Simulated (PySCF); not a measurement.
NMR data simulated for an unnamed compound:

¹H NMR (600 MHz, computed): δ 6.99 (m, 1H), 6.61 (ddt, J = 89.2, 5.8, 1.5 Hz, 1H), 5.66 (m, 1H), 5.27 (m, 1H), 4.86 (ddd, J = 13.8, 2.2, 1.0 Hz, 1H), 4.46 (dd, J = 42.1, 2.2 Hz, 1H).

¹³C{¹H} NMR (computed): δ 173.1 (C, d, J = 322.8 Hz), 160.2 (CH, d, J = 357.7 Hz), 129.4 (CH, d, J = 3.5 Hz), 129.0 (CH, d, J = 23.6 Hz), 118.0 (CH, d, J = 2.2 Hz), 99.2 (CH2, d, J = 24.5 Hz).

- structure optimised with PBE0-D3(BJ)/def2-SVP
- shieldings: GIAO B3LYP/pcSseg-1
- couplings computed with B3LYP/pcJ-1 (spin–dipole term only in couplings to heteroatoms)
- code: PySCF 2.14
- a single conformation, relativity neglected, in vacuum

References, each an isolated molecule treated in the same way: TMS for ¹H (31.38 ppm), ¹³C (179.24 ppm).

Question: Which of these does the molecule contain: a non-aromatic C=C double bond, a heteroaromatic ring, an NH or NH2 group, a CH3CH2 unit?

Answer: 
- A non-aromatic C=C double bond: yes.
- A heteroaromatic ring: no.
- An NH or NH2 group: no.
- A CH3CH2 unit: no.

The data belong to SMILES C=C(F)/C=C/C=C\F, C₆H₆F₂; they needn't prove each group on their own.

Carbon signals by region: 2 in the far downfield region (above 160 ppm), 3 in the sp2 and nitrile region (100–160 ppm), 1 at 50–100 ppm. Above 160 ppm: 173.1, fully substituted alkene carbon, 160.2, alkene CH.

C–F couplings over four or more bonds (about 3 Hz to the para carbon of a fluoroarene) are left out. Common functionals overestimate the size of one-bond C–F couplings by tens of Hz; these are unscaled. Multiplet labels drop couplings under 1 Hz and merge nearly equal ones. Unscaled 3J(H,H) at this level run about 10 % above measured values. Shifts are as computed. Against solution values, carbons near 30 ppm lie about +2 ppm off and those near 130 ppm about +6 ppm. Of 1211 compounds with measured shifts, 218 miss one by over three times the rms of a fit or turn the order of signals round; such compounds aren't used in these exercises.
